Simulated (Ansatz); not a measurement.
H₁₂Si₅, triplet, at the geometry of the source list (a higher spin typed on purpose: for a closed-shell molecule this is an excited state); PBE0/STO-3G in Ansatz (a first-principles code).

Ansatz was given this input:
Ansatz 0.2 input:
```yaml
crystal:
  periodic: [false, false, false]
  atoms:
    - {symbol: Si, position_ang: [-0.40880000, -0.87430000, -2.13750000]}
    - {symbol: Si, position_ang: [-0.00000000, -0.00000000, 0.00000000]}
    - {symbol: Si, position_ang: [-0.01170000, 2.34320000, -0.09840000]}
    - {symbol: Si, position_ang: [-1.67100000, -0.72890000, 1.47550000]}
    - {symbol: Si, position_ang: [2.09150000, -0.74000000, 0.76040000]}
    - {symbol: H, position_ang: [-1.70360000, -0.45160000, -2.67710000]}
    - {symbol: H, position_ang: [-0.41570000, -2.33930000, -2.15130000]}
    - {symbol: H, position_ang: [0.60000000, -0.45830000, -3.11500000]}
    - {symbol: H, position_ang: [0.23820000, 2.95970000, 1.20690000]}
    - {symbol: H, position_ang: [-1.29270000, 2.87750000, -0.56750000]}
    - {symbol: H, position_ang: [1.01090000, 2.87060000, -1.00520000]}
    - {symbol: H, position_ang: [-3.00940000, -0.30060000, 1.06130000]}
    - {symbol: H, position_ang: [-1.72200000, -2.18880000, 1.58650000]}
    - {symbol: H, position_ang: [-1.47830000, -0.21930000, 2.83550000]}
    - {symbol: H, position_ang: [2.17130000, -2.20030000, 0.84680000]}
    - {symbol: H, position_ang: [3.18710000, -0.31920000, -0.11640000]}
    - {symbol: H, position_ang: [2.41420000, -0.23060000, 2.09560000]}
basis:
  gaussian:
    orbitals: STO-3G
hamiltonian:
  xc: pbe0
magnetization: {spin_polarized: true, initial_magnetization: 2}
accuracy: high
```

The log (banner, timings and long lists left out):

```
Functional definition: PBE0
1206 factors; integrals over basis functions are off by at most 2.4e-9 eV
mean field evaluation 1: about -39101.2912 eV, gradient 1.6e1 eV
mean field evaluation 2: about -39101.9547 eV, gradient 1.4e1 eV
mean field evaluation 4: about -39103.5809 eV, gradient 6.1e-1 eV
mean field evaluation 8: about -39103.4674 eV, gradient 8.2e-2 eV
mean field evaluation 16: about -39103.5714 eV, gradient 7.1e-3 eV
mean field -39103.57135408 eV, -1437.0297419099 hartree, gradient 3.7e-8 eV, S^2 2.001214; 2 other end points of the search recorded, 0 dependent functions left out
reference -39103.57135653 eV, -1437.0297420000 hartree; 42, 40 occupied and 15, 17 virtual orbitals, 1206 factors
Total energy: -39103.57135653 eV, -1437.0297420000 hartree
```
